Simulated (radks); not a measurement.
Values are calculated unless marked as measured or tabulated.
Problem. Excited configurations of Br: one electron is placed in a higher orbital outside [Ar] 3d10 4s2 4p4. The ground configuration is [Ar] 3d10 4s2 4p5. Level of theory: Dirac Kohn-Sham, BLYP, spin-unpolarised, spherical densities, finite nucleus; open shells fill j = l - 1/2 first; Fermi nuclear charge, rms radius 4.1629 fm (a radial shooting solver on a logarithmic mesh with Libxc functionals). Excitation = E - E(ground); binding = E(ion) - E, where the ion is the core of charge +1; n* = 1/sqrt(2 binding) in atomic units, and the quantum defect is n - n*.

| outer orbital | excitation (eV) | binding (eV) | n* | quantum defect | eigenvalue (eV) | <r> (bohr) |
|---|---|---|---|---|---|---|
| 5s1/2 | 8.341 | 3.849 | 1.880 | 3.120 | -1.997 | 5.589 |
| 5p1/2 | 9.753 | 2.437 | 2.363 | 2.637 | -1.146 | 7.600 |

Estimate the row for 6s1/2.

Solution. excitation (eV) 10.400; binding (eV) 1.789; n* 2.758; quantum defect 3.242; eigenvalue (eV) -1.008; <r> (bohr) 11.90. The Delta-SCF ionisation energy is 12.190 eV (NIST Atomic Spectra Database: 11.814 eV, measured). Self-interaction in the functional shifts the binding energies and quantum defects, so they are the method's values and not measured ones. Spin polarisation and multiplet splitting are left out, so open shells lie too high by an amount that depends on their filling.

Beside tabulated values, note that spin-unpolarised runs miss the spin-polarisation part of the exchange energy of open shells.
